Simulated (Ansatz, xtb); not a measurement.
# AlClFH2Si: where a starting geometry ends

The starting geometry of this gas-phase doublet was built from a drawn formula by distance geometry and a force field; its bonds are those of `F[SiH2][Al][Cl]`.

```
atom    x (Å)    y (Å)    z (Å)
  Al   2.0949  -0.7864  -0.2258
  Cl   0.8787  -1.8292  -1.7512
   F  -0.2698   1.4860   0.2300
  Si   1.2421   1.1817   0.8682
   H   2.1616   2.3063   0.6043
   H   1.1992   0.8529   2.2846
```

Task: Where would you expect an optimisation with r2SCAN-D4/def2-SVP to take it?

Result: It keeps its bonds, and is `F[SiH2][Al][Cl]`.

The energy falls by 0.18 eV over 6 steps:

| step | E − E(last) (eV) |
| --- | --- |
| 1 | 0.184 |
| 2 | 0.049 |
| 3 | 0.022 |
| 4 | 0.008 |
| 5 | 0.000 |
| 6 | 0.000 |

Final geometry (Å):

```
atom    x (Å)    y (Å)    z (Å)
  Al   2.1373  -0.8836  -0.3013
  Cl   0.9245  -1.8509  -1.7531
   F  -0.2748   1.5843   0.3252
  Si   1.2188   1.1479   0.8297
   H   2.1423   2.3049   0.6026
   H   1.1586   0.9087   2.3070
```

From the same start GFN2-xTB ends elsewhere, at `[F][Al]([SiH2])[Cl]`.

No frequencies were run, so the end isn't proven a minimum. Open shells are spin-unrestricted. Run with Ansatz 0.2.0, 35 s on 1 thread of Intel(R) Xeon(R) 6975P-C (Granite Rapids) (shared host).
